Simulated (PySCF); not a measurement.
# Radial density of Rh²⁹⁺ (rhodium, charge +29)

PBEsol, [Ne] 3s2 3p4, high-spin 3P determinant. Calculation: PySCF 2.14, in an even-tempered Gaussian basis (18 s from 3.6 bohr⁻², ratio 2.5; 12 p from 4.7 bohr⁻², ratio 2.5; 5 d from 23 bohr⁻², ratio 2.7; 4 f from 34 bohr⁻², ratio 2.7); scalar relativity by spin-free X2C-1e.

```json
{"r (bohr)": "0.0302", "4πr²ρ (e/bohr)": "54.34", "4πr²(ρα − ρβ)": "0.7288"}
{"r (bohr)": "0.0507", "4πr²ρ (e/bohr)": "48.78", "4πr²(ρα − ρβ)": "2.0378"}
{"r (bohr)": "0.0854", "4πr²ρ (e/bohr)": "66.45", "4πr²(ρα − ρβ)": "2.4245"}
{"r (bohr)": "0.144", "4πr²ρ (e/bohr)": "47.65", "4πr²(ρα − ρβ)": "0.0102"}
{"r (bohr)": "0.241", "4πr²ρ (e/bohr)": "21.83", "4πr²(ρα − ρβ)": "4.9653"}
{"r (bohr)": "0.406", "4πr²ρ (e/bohr)": "16.61", "4πr²(ρα − ρβ)": "5.3350"}
{"r (bohr)": "0.683", "4πr²ρ (e/bohr)": "0.7675", "4πr²(ρα − ρβ)": "0.2510"}
{"r (bohr)": "1.15", "4πr²ρ (e/bohr)": "0.001101", "4πr²(ρα − ρβ)": "0.0003"}
```

Densities and radii are taken from the X2C orbitals without a picture-change correction, which distorts them close to the nucleus.

Spin-orbit coupling is strong in this species (close to jj coupling), so the high-spin LS determinant is a model state, not a physical level.
